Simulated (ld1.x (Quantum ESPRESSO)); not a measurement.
# u(r) = r·R(r): atom against pseudo-atom (tin)

Columns: radius, all-electron u(r) and pseudo u(r) of the 5p shell (level -6.83 eV) of tin in the configuration [Kr] 4d10 5s2 5p1.5; PBE, scalar-relativistic, TM scheme, ld1.x (Quantum ESPRESSO) 7.5.

```tsv
r (bohr)	all-electron	pseudo
0.125	0.0087	-0.0025
0.250	-0.1707	-0.0099
0.375	-0.0320	-0.0224
0.500	0.1598	-0.0403
0.625	0.2616	-0.0637
0.750	0.2612	-0.0932
0.875	0.1900	-0.1288
1.000	0.0824	-0.1707
1.125	-0.0369	-0.2186
1.250	-0.1533	-0.2715
1.375	-0.2589	-0.3281
1.500	-0.3505	-0.3859
1.625	-0.4271	-0.4422
1.750	-0.4892	-0.4940
1.875	-0.5381	-0.5387
2.000	-0.5749	-0.5746
2.125	-0.6013	-0.6010
2.250	-0.6184	-0.6184
2.375	-0.6278	-0.6278
2.500	-0.6303	-0.6303
2.625	-0.6273	-0.6273
2.750	-0.6196	-0.6196
2.875	-0.6079	-0.6079
3.000	-0.5932	-0.5932
3.125	-0.5761	-0.5761
3.250	-0.5570	-0.5570
```

**Question.** How many radial nodes do the two functions have?

**Answer.** The all-electron 5p function has n − l − 1 = 3; the pseudo-wave has 0, since the states of the same l below it are removed with the core.

**Question.** At about which radius was the pseudo-wave matched?

**Answer.** 2.50 bohr. The columns agree to 0.0005 from 2.00 bohr on; several derivatives are matched, so the curves merge somewhat inside the radius.

**Question.** Where does each function peak?

**Answer.** Outermost all-electron maximum near 2.50 bohr, pseudo maximum near 2.50 bohr (to the table’s step).

**Question.** Is the pseudo-wave norm-conserving?

**Answer.** Yes: the TM scheme keeps the norm inside the radius equal to the all-electron one, which fixes the energy derivative of the logarithmic derivative at the level.
